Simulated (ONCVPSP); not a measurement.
Potentials for Ru compared

Generated with ld1.x 7.5 (TM, RRKJ, ultrasoft, PAW), atompaw 4.2 or ONCVPSP 4.0.1. The cutoff is in Ry: for ld1.x and atompaw files where the sum of valence levels is converged to 10 mRy in a Bessel basis, for ONCV files where the hardest occupied wave has 1 mHa per electron of residual kinetic energy. The error is the largest all-electron minus pseudo excitation energy over each file’s own four to seven test configurations (ionisations up to +4, promotions, holes and added fractions of an electron), all of which were solved. The labels leave out finer settings (local radius, basis sizes, second energies), which also bear on the numbers. Spin-polarised tests are not counted. The rows are a selection from randomly drawn settings: files with unsolved tests, undetermined cutoffs or missed reference levels are left out.

A true bound ghost makes a file unfit for plane-wave use even where its test errors are small: the radial tests pick states by their node count and pass the ghost by.

```tsv
potential	cutoff (Ry)	largest error (meV)	bound ghosts
ONCV, LDA (Perdew-Zunger), fully relativistic, rc 2.80/1.20/1.95/2.60 (spdf), local smoothed, core correction yes, reference 4p6 4d7 5s1, qcut 1.9/6.1/9.5/4.2, projectors 2/2/2/2	129	-10.0	s
ONCV, PBE, scalar-relativistic, rc 1.80/1.90/1.85 (spd), local smoothed, core correction yes, reference 4s2 4p6 4d7 5s1, qcut 8.3/9.2/9.9, projectors 2/3/2	51	-2.3	none
ONCV, PW91, scalar-relativistic, rc 2.00/1.20/2.00 (spd), local smoothed, core correction yes, reference 4p6 4d6, qcut 2.8/6.7/8.7, projectors 3/2/2	282	-88	s
ONCV, PW91, scalar-relativistic, rc 1.90/1.15/1.70 (spd), local smoothed, core correction yes, reference 4s2 4p6 4d7 5s1, qcut 8/7.9/9.7, projectors 2/2/2	99	-2.5	none
```

Task: Fill in the row for Ru: ONCV, LDA (Perdew-Zunger), scalar-relativistic, rc 1.45/1.45/1.35 (spd), local smoothed, core correction yes, reference 4s2 4p6 4d6 5s2, qcut 8.6/8.3/7.6, projectors 3/1/2.

Result: cutoff 54 Ry, largest error +13 meV, bound ghosts: none.

Task: Fill in the row for Ru: ONCV, PBE, scalar-relativistic, rc 1.50/1.25/1.90 (spd), local smoothed, core correction yes, reference 4s2 4p6 4d5, qcut 6.7/7.9/7.3, projectors 1/2/2.

Result: cutoff 59 Ry, largest error +620 meV, bound ghosts: none.

Task: Fill in the row for Ru: ONCV, PBE, scalar-relativistic, rc 2.40/1.65/1.35 (spd), local smoothed, core correction yes, reference 4p6 4d7 5s1, qcut 2.3/9.6/7, projectors 2/3/1.

Result: cutoff 57 Ry, largest error +52 meV, bound ghosts: s.
